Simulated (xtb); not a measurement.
C$_{4}$H$_{13}$GeO$_{4}$, charge +1, singlet, at a GFN2-xTB geometry. Base run: GFN2-xTB (xtb 6.7.1).

Geometry (Å):
```xyz
22

C     -0.7562    -2.5048    -1.2014
O     -0.9533    -1.0900    -1.0344
Ge    -0.3291     0.0012     0.0954
O     -0.9550     1.5797     0.0779
C     -1.8690     2.2047    -0.8433
O      0.2841    -0.6429     1.5426
C      0.6533    -0.0026     2.7760
O      1.6152     0.5223    -0.8872
C      2.8863    -0.1179    -0.7007
H     -0.7177    -3.0252    -0.2458
H     -1.6186    -2.8471    -1.7732
H      0.1577    -2.6895    -1.7640
H     -2.1309     3.1535    -0.3754
H     -2.7653     1.6035    -0.9854
H     -1.3911     2.3825    -1.8052
H      1.6220     0.4852     2.6780
H     -0.0945     0.7221     3.0935
H      0.7166    -0.8101     3.5053
H      1.7499     1.4297    -1.1921
H      3.5195     0.4647    -0.0312
H      2.6963    -1.0951    -0.2614
H      3.3734    -0.2412    -1.6692
```
Charge +1, spin multiplicity 1.
All else is at xtb's defaults.
Base energy -32.99094 Eh.

Variants of this job, named by their change:

```csv
change,ΔE vs base (mEh),HOMO-LUMO gap (eV),G_solv (kcal/mol),SCF cycles
base,0.000,4.58,-,11
etemp = 3000,-0.010,4.58,-,11
alpb = dmso,-80.624,4.54,-51.59,12
alpb = thf,-76.063,4.54,-48.84,11
etemp = 10000,-20.080,4.71,-,11
gbsa = chcl3,-65.983,4.54,-41.75,11
acc = 0.0001,0.000,4.58,-,19
```

ALPB and GBSA are two models with their own fitted parameters for each solvent, which aren't always the measured dielectric constant.
